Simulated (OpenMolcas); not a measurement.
Computed levels of 3s2 3p4 in ions with 16 electrons, in cm-1 above 3P2.

```yaml
Program: OpenMolcas 26.06
Method: CASSCF
Basis: ANO-R3
Scalar_Hamiltonian: X2C, finite nucleus
Spin-orbit_coupling: state interaction with AMFI integrals over the reference wave functions, term energies averaged over their components
```

Active space for each ion: 4 electrons in 3 orbitals (3p).

```json
{"Level": "3P1", "S": "369", "Ar2+": "1041"}
{"Level": "3P0", "S": "542", "Ar2+": "1495"}
{"Level": "1D2", "S": "11727", "Ar2+": "16989"}
{"Level": "1S0", "S": "28882", "Ar2+": "41534"}
```

Question: Estimate 3P0, 1D2, 1S0 for Cl+ from its neighbours S and Ar2+.

Answer: 3P0 is fine structure, which grows about as the fourth power of a screened charge, so the fourth roots are averaged: ((542^0.25 + 1495^0.25) / 2)^4 = 930. The calculation gives 943, so the estimate is off by -1.4 %; the measured value is 996 (NIST Handbook of Basic Atomic Spectroscopic Data).
1D2 is another term, which grows about linearly with the charge: (11727 + 16989) / 2 = 14358. The calculation gives 14432, so the estimate is off by -0.5 %; the measured value is 11654 (NIST Handbook of Basic Atomic Spectroscopic Data).
1S0 is another term, which grows about linearly with the charge: (28882 + 41534) / 2 = 35208. The calculation gives 35439, so the estimate is off by -0.7 %; the measured value is 27878 (NIST Handbook of Basic Atomic Spectroscopic Data).

With the s shell closed, the reference lacks s² → p² mixing. Without dynamic correlation excited terms often stand tens of per cent too high (terms of higher spin than the ground term too low), and those without a measured partner can miss by more than the paired ones (holds for S; Cl+). Measured partners are found by configuration, term and J. A level has none where our copy of the source lacks it or the pairing is in doubt (some pairs that miss far off the trend of their configuration count as doubtful), and it then counts in no deviation. Levels of configurations outside the active space are missing.
